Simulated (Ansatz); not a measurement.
```xyz
14

C     0.688    0.383   -0.994
C    -0.098    0.618    0.285
C    -1.589    0.814   -0.004
Si    0.059   -0.668    1.710
N     1.089   -1.822    0.986
H     0.544    1.202   -1.708
H     1.763    0.303   -0.811
H     0.363   -0.533   -1.499
H     0.265    1.547    0.752
H    -2.020   -0.074   -0.478
H    -2.162    1.006    0.908
H    -1.754    1.656   -0.684
H     1.481   -1.777    0.057
H     1.372   -2.655    1.478
```

Total charge 0; spin multiplicity 1.

Task: List the r2SCAN/def2-TZVPP orbital energies in eV (the Gaussian-basis code of Ansatz). (Estimate.)

Result: Ansatz gave: Occupied: -1790.57, -385.28, -272.83, -272.79, -272.68, -140.92, -95.91, -95.77, -95.66, -22.45, -20.33, -17.76, -15.02, -12.89, -12.66, -11.36, -10.86, -10.18, -9.60, -8.58, -8.46, -7.42, -7.28, -5.01. Lowest empty: -1.76, 0.34, 1.14, 2.18, 2.24, 2.44, 2.62, 3.13.
